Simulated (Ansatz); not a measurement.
Cost and result for the atomization energy of Cl$_{2}$H$_{3}$Si$_{2}$, SMILES `[SiH3][Si](Cl)Cl` radical (7 atoms, 6 bonds).

Z-matrix (Å, degrees):
```
Si
Si 1 2.349
H 1 1.485 2 107.7
H 1 1.485 2 107.7 3 118.8
H 1 1.487 2 110.6 3 -120.6
Cl 2 2.060 1 109.4 3 180.0
Cl 2 2.060 1 109.4 3 61.3
```

Total charge 0; spin multiplicity 2. All single points use the PBE0-D4/def2-TZVP geometry. Program: Ansatz. All runs use 4 threads of an Intel Xeon 6975P-C on a shared host. Times are those of one run each, without the atoms' runs, and a repeat can differ threefold. Electronic energies, without spin–orbit coupling; frozen cores. CCSD(T)/CBS adds CCSD(T) − MP2 in def2-TZVPP to the MP2 limit, and its time is that of the two runs behind it. T1 = 0.014; ⟨S²⟩ of the reference is 0.76.

CCSD(T)/CBS is a level of theory with its own doubt, some kJ/mol a heavy atom from the limit and from the frozen cores, so smaller differences don't rank the functionals.

| level | functions | wall time |
| --- | --- | --- |
| BLYP-D4/def2-TZVPP | 210 | 1.3 s |
| revPBE-D4/def2-TZVPP | 210 | 1.4 s |
| CCSD(T)/def2-SVP | 87 | 2.1 s |
| PBE0-D4/def2-TZVPP | 210 | 2.5 s |
| PBE-QIDH/def2-TZVPP | 210 | 2.8 s |
| r2SCAN-D4/def2-TZVPP (with forces) | 210 | 3 s |
| BHLYP-D4/def2-TZVPP | 210 | 3.2 s |
| r2SCANh-D4/def2-TZVPP | 210 | 4 s |
| B97M-V/def2-TZVPP | 210 | 4.7 s |
| ωB97X-V/def2-TZVPP | 210 | 5.5 s |
| MP2/def2-QZVPP | 370 | 9 s |
| CCSD(T)/def2-TZVPP | 210 | 50 s |
| CCSD(T)/CBS(def2) | – | 59 s |

Question: What atomization energy does each give, and how far from CCSD(T)/CBS? (Best estimate.)

Answer: Computed: 
```csv
level,atomization (kcal/mol),difference from CCSD(T)/CBS,per bond
BLYP-D4/def2-TZVPP,467.4,-6.9,-1.1
revPBE-D4/def2-TZVPP,469.6,-4.7,-0.8
CCSD(T)/def2-SVP,429.5,-44.8,-7.5
PBE0-D4/def2-TZVPP,474.5,0.2,0.0
PBE-QIDH/def2-TZVPP,471.8,-2.5,-0.4
r2SCAN-D4/def2-TZVPP (with forces),481.1,6.8,1.1
BHLYP-D4/def2-TZVPP,465.2,-9.1,-1.5
r2SCANh-D4/def2-TZVPP,478.7,4.4,0.7
B97M-V/def2-TZVPP,483.3,9.0,1.5
ωB97X-V/def2-TZVPP,479.7,5.4,0.9
MP2/def2-QZVPP,474.0,-0.3,-0.1
CCSD(T)/def2-TZVPP,457.8,-16.5,-2.7
CCSD(T)/CBS(def2),474.3,0.0,0.0
```

From r2SCAN to r2SCAN0 (25 % exact exchange), in def2-TZVPP and without D4, the atomization energy moves by −6.0 kcal/mol: exact exchange takes away binding that semilocal exchange gives to molecules. At CCSD(T), def2-SVP lies −44.8 kcal/mol from the extrapolated value and def2-TZVPP −16.5 kcal/mol: correlation converges slowly with the basis, and small sets miss more of it in the bonded molecule than in its fragments. Leaving LDA and LC-ωPBE aside and taking each functional with its dispersion term where it has one, the values, not all of them listed here, spread over 19.2 kcal/mol, from B2PLYP to B97M-V. LDA lies +61.2 kcal/mol from PBE without D4, its usual overbinding.
